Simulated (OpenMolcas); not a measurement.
Co2+ (d7) among equal point charges was computed by CASSCF with the d shell active (OpenMolcas, ANO-RCC-VDZP on the metal). Its lowest spin-free states, and all those of the highest spin:

| 2S+1 | Degeneracy | E (cm-1) |
| --- | --- | --- |
| 4 | 1 | 0.0 |
| 4 | 2 | 3797 |
| 4 | 2 | 4424 |
| 4 | 2 | 8202 |
| 2 | 2 | 16136 |
| 2 | 1 | 17317 |
| 2 | 1 | 19614 |
| 2 | 2 | 20039 |
| 2 | 2 | 21233 |
| 2 | 2 | 23903 |
| 2 | 2 | 24891 |
| 2 | 2 | 25018 |
| 4 | 1 | 27145 |
| 4 | 2 | 35275 |

Question: Is the site octahedral, tetrahedral or cube-like, axial, or of lower symmetry?

Answer: The states with 2S+1 = 4 have orbital degeneracies 1, 2, 2, 2, 1, 2. There are pairs but no triples, so the site is axial: not cubic, but with a proper or improper axis of order three or more. The run had Co2+ among 6 point charges of -2.2 e arranged as a trigonal prism (D3h), 1.84 Å from the ion, with a polar angle of 42.7° against the regular 49.1°. The active orbitals were held to one l.

Without dynamic correlation the repulsion within the d shell is too large (B by tens of per cent), so at a given field states of lower spin stand too high. This is an electrostatic model: the charges have no orbitals. An unlabelled pair can be two single states that coincide in this model. No measured value stands beside these numbers.
